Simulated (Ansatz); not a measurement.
Born–Oppenheimer molecular dynamics of B₂H₇NSi (11 atoms, charge 0, multiplicity 1). It starts at the highest image of a converged band, a first-order saddle point between two minima.

All numbers below come from RKS B3LYP-D4/def2-SVP (Ansatz).

| Property | Result |
| --- | --- |
| ensemble | NVE (velocity Verlet) |
| time step | 0.5 fs |
| steps asked | 200 |
| starting velocities drawn for | 300 K |
| seed | 5906 |

First frame:

```xyz
11
Properties=species:S:1:pos:R:3
B -0.571 1.180 0.966
N 0.043 0.583 0.017
B -0.700 -0.840 0.900
Si 0.999 0.176 -1.385
H -1.071 1.894 1.763
H -1.907 -0.689 0.832
H -0.293 -1.750 0.212
H -0.219 -0.833 2.020
H 2.126 -0.697 -0.966
H 0.138 -0.526 -2.371
H 1.520 1.444 -1.968
```

Q: How far do the bonds stretch over the last three quarters of this one trajectory? (Pairs bonded in most of those frames.)

A: 
| bond | mean (Å) | spread (Å) | shortest | longest |
| --- | --- | --- | --- | --- |
| B1–N2 | 1.384 | 0.052 | 1.26 | 1.46 |
| B1–H5 | 1.208 | 0.021 | 1.18 | 1.26 |
| B1–H8 | 1.351 | 0.222 | 1.13 | 2.01 |
| N2–B3 | 1.555 | 0.120 | 1.41 | 1.81 |
| N2–Si4 | 1.774 | 0.045 | 1.70 | 1.87 |
| B3–H6 | 1.215 | 0.021 | 1.18 | 1.26 |
| B3–H7 | 1.226 | 0.054 | 1.14 | 1.33 |
| Si4–H9 | 1.491 | 0.006 | 1.48 | 1.50 |
| Si4–H10 | 1.489 | 0.004 | 1.48 | 1.50 |
| Si4–H11 | 1.487 | 0.025 | 1.44 | 1.53 |

Mean temperature of the second half: 727 K. The conserved energy stayed within 0.16 meV per atom of its start (net change -0.016 meV per atom), so the integration is sound. The kinetic energy rose, since the run started high on the potential surface and went downhill. A run of 0.1 ps of so small a system gives no equilibrium averages. The orbitals stay closed-shell, which can raise the energy where a bond breaks towards radicals; this wasn't checked here.

The run took 8.1 min on 2 threads of AMD EPYC 7R13 Processor (Zen 3), on a shared host, peak memory 0.21 GiB.
